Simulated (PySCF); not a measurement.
C4HF4PS.
Numbering: `[F:1][c:2]1[s:3][cH:4][p:5][c:6]1[C:7]([F:8])([F:9])[F:10]` (hydrogens: H11 on C4)

The same species was optimised twice, with GFN2-xTB and with PBE0-D3(BJ)/def2-SVP (PySCF), and the same property calculations (PySCF, gas phase) were run on both structures.

```csv
coordinate,GFN2-xTB,PBE0-D3(BJ)/def2-SVP,change
F1–C2 (Å),1.327,1.317,-0.010
C6–C7 (Å),1.492,1.500,+0.008
C7–F8 (Å),1.342,1.335,-0.007
S3–C4 (Å),1.716,1.709,-0.007
C7–F9 (Å),1.342,1.335,-0.007
C7–F10 (Å),1.342,1.335,-0.007
P5–C6 (Å),1.777,1.782,+0.005
C2–C6 (Å),1.362,1.365,+0.003
C2–S3 (Å),1.717,1.721,+0.004
C4–P5 (Å),1.705,1.706,+0.001
P5–C6–C7 (°),120.6,123.1,+2.5
C2–C6–C7 (°),122.3,120.9,-1.4
C6–C7–F9 (°),113.0,111.7,-1.3
C6–C7–F8 (°),113.0,111.9,-1.1
C4–P5–C6 (°),91.9,93.0,+1.1
C2–C6–P5 (°),117.0,116.0,-1.0
F9–C7–F10 (°),106.6,107.6,+1.0
S3–C4–P5 (°),120.0,119.1,-0.9
P5–C6–C7–F8 (°),-119,-118,+1
```

Rotational constants: A = 1608, B = 838.6, C = 609.5 MHz (GFN2-xTB) against A = 1615, B = 837.4, C = 609.8 MHz (PBE0-D3(BJ)/def2-SVP). Atoms that the bonding makes alike are paired by their places after alignment.

On the GFN2-xTB structure: lowest singlet, TDDFT (eV) 4.98 [CAM-B3LYP/def2-SVPD]; lowest triplet, Tamm–Dancoff (eV) 2.98 [CAM-B3LYP/def2-SVPD]; isotropic polarisability (au) 87.9 [CAM-B3LYP/def2-SVPD]; HOMO (eV) -8.77 [CAM-B3LYP/def2-SVPD]; LUMO (eV) -1.03 [CAM-B3LYP/def2-SVPD]; dipole (D) 3.54 [CAM-B3LYP/def2-SVPD]; HOMO (eV) -7.60 [PBE0/pcSseg-1]; LUMO (eV) -2.05 [PBE0/pcSseg-1]; dipole (D) 3.40 [PBE0/pcSseg-1]; GIAO shielding of F1 (ppm) 270.4 [PBE0/pcSseg-1]; GIAO shielding of C2 (ppm) 2.7 [PBE0/pcSseg-1]; GIAO shielding of S3 (ppm) 199.3 [PBE0/pcSseg-1]; GIAO shielding of C4 (ppm) 28.7 [PBE0/pcSseg-1]; GIAO shielding of P5 (ppm) 92.2 [PBE0/pcSseg-1]; GIAO shielding of C6 (ppm) 48.0 [PBE0/pcSseg-1]; GIAO shielding of C7 (ppm) 55.5 [PBE0/pcSseg-1]; GIAO shielding of F8/F9/F10 (mean) (ppm) 239.1 [PBE0/pcSseg-1].

Q: What do these properties become on the PBE0-D3(BJ)/def2-SVP structure?

A: 
| property | level | on GFN2-xTB | on PBE0-D3(BJ)/def2-SVP | change |
| --- | --- | --- | --- | --- |
| lowest singlet, TDDFT (eV) | CAM-B3LYP/def2-SVPD | 4.98 | 4.97 | -0.01 |
| lowest triplet, Tamm–Dancoff (eV) | CAM-B3LYP/def2-SVPD | 2.98 | 2.97 | -0.01 |
| isotropic polarisability (au) | CAM-B3LYP/def2-SVPD | 87.9 | 88.0 | +0.1 |
| HOMO (eV) | CAM-B3LYP/def2-SVPD | -8.77 | -8.71 | +0.06 |
| LUMO (eV) | CAM-B3LYP/def2-SVPD | -1.03 | -0.98 | +0.05 |
| dipole (D) | CAM-B3LYP/def2-SVPD | 3.54 | 3.35 | -0.19 |
| energy, GFN2-xTB geometry as zero (kcal/mol) | CAM-B3LYP/def2-SVPD | 0.0 | -0.4 | -0.4 |
| HOMO (eV) | PBE0/pcSseg-1 | -7.60 | -7.55 | +0.05 |
| LUMO (eV) | PBE0/pcSseg-1 | -2.05 | -1.99 | +0.06 |
| dipole (D) | PBE0/pcSseg-1 | 3.40 | 3.21 | -0.19 |
| energy, GFN2-xTB geometry as zero (kcal/mol) | PBE0/pcSseg-1 | 0.0 | -0.4 | -0.4 |
| GIAO shielding of F1 (ppm) | PBE0/pcSseg-1 | 270.4 | 271.3 | +0.9 |
| GIAO shielding of C2 (ppm) | PBE0/pcSseg-1 | 2.7 | 1.9 | -0.8 |
| GIAO shielding of S3 (ppm) | PBE0/pcSseg-1 | 199.3 | 197.7 | -1.6 |
| GIAO shielding of C4 (ppm) | PBE0/pcSseg-1 | 28.7 | 30.2 | +1.5 |
| GIAO shielding of P5 (ppm) | PBE0/pcSseg-1 | 92.2 | 86.1 | -6.1 |
| GIAO shielding of C6 (ppm) | PBE0/pcSseg-1 | 48.0 | 46.6 | -1.4 |
| GIAO shielding of C7 (ppm) | PBE0/pcSseg-1 | 55.5 | 56.9 | +1.4 |
| GIAO shielding of F8/F9/F10 (mean) (ppm) | PBE0/pcSseg-1 | 239.1 | 244.0 | +4.9 |

The heavy atoms differ by 0.033 Å rms after alignment (one structure mirrored). Among bonds between heavy atoms F1–C2 changes most (-0.010 Å). Changes are differences of the printed values. Neither structure is proved a minimum here.

Shape of the structure used: `[F:1][c:2]1[s:3][cH:4][p:5][c:6]1[C:7]([F:8])([F:9])[F:10]`: P5–C6–C7–F8 -118°.
